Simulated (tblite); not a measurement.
Isomers of C3H12ClFSi3. All values are computed: GFN2-xTB (tblite) harmonic vibrations without scaling, gas phase. Errors from tens to a few hundred cm⁻¹ against measured bands are possible. Modes of hydrogen on silicon can be 10 to 20 % off. One conformer each.

Electronic energies: GFN2-xTB at the same geometries; isomer energies are rough at this level and their order can be wrong.

```tsv
SMILES	electronic energy, lowest = 0 (kcal/mol)
C[C@@H](Cl)C[SiH2][SiH2][SiH2]F	27.0
C[Si@@](Cl)(C[SiH3])C[SiH2]F	0.0
FC[Si]([SiH3])([SiH3])CCCl	83.6
```

Problem. How do GFN2-xTB zero-point energies change the relative energies?

Solution. 
```
                         SMILES  ZPE (kcal/mol)  of it from modes above 1550 cm⁻¹  electronic (kcal/mol)  with ZPE, lowest = 0 (kcal/mol)  lowest mode (cm⁻¹)  rings
   C[Si@@](Cl)(C[SiH3])C[SiH2]F            85.2                              46.4                    0.0                              0.0                  21      0
C[C@@H](Cl)C[SiH2][SiH2][SiH2]F            84.9                              44.6                   27.0                             26.7                  19      0
     FC[Si]([SiH3])([SiH3])CCCl            83.3                              44.6                   83.6                             81.7                 12i      0
```

The zero-point energies span 1.9 kcal/mol, from `FC[Si]([SiH3])([SiH3])CCCl` to `C[Si@@](Cl)(C[SiH3])C[SiH2]F`. Slightly imaginary modes are left out of the zero-point energy: `FC[Si]([SiH3])([SiH3])CCCl` 11.6i cm⁻¹. The order is unchanged.
